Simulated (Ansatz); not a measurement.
Reactions of C2H5ISi, SMILES `[SiH3]C=CI`.

Gas-phase electronic energies from Ansatz, PBE0-D4/def2-TZVP geometries. CCSD(T)/CBS is the MP2 limit (def2-TZVPP, def2-QZVPP) plus CCSD(T) − MP2 in def2-TZVPP, frozen cores. This one scheme is used for every species. Double bonds are as drawn, so ΔE can hold a change between cis and trans. Elements past krypton have def2 core potentials. For Ge, I, Sb, Sc, Zn outer-core shells are correlated without core-valence functions, which leaves a few kJ/mol of doubt a bond. Scalar relativity is left out up to krypton. One conformer a species, not always the lowest.

Task: Order these by ΔE at CCSD(T)/CBS, lowest first. (Estimate.)
A. `[SiH3]/C=C/I` + `F[CH2][ZnH]` → `F[CH]([SiH3])[ZnH]` + `C=CI`
B. `[SiH3]/C=C/I` + `NB(O)Cl` → `NB(Cl)O[SiH3]` + `C=CI`
C. `[SiH3]/C=C/I` + `[OH][Sc]([F])[Cl]` → `[F][Sc]([Cl])[O][SiH3]` + `C=CI`
D. `[SiH3]/C=C/I` + `C=CN[SiH2]Cl` → `C=CN([SiH3])[SiH2]Cl` + `C=CI`
E. `[SiH3]/C=C/I` + `[NH2][SbH][OH]` → `[OH][SbH][NH][SiH3]` + `C=CI`
F. `[SiH3]/C=C/I` + `[CH3][GeH]([Cl])[Cl]` → `[CH3][Ge]([SiH3])([Cl])[Cl]` + `C=CI`
G. `[SiH3]/C=C/I` + H–F → `F/C=C\I` + SiH₄

Result: C (-25.1 kcal/mol), B (-18.1 kcal/mol), E (-13.6 kcal/mol), D (-7.9 kcal/mol), F (-3.9 kcal/mol), A (+3.0 kcal/mol), G (+21.5 kcal/mol).

Largest T1 diagnostic: 0.016, for `[OH][Sc]([F])[Cl]`.
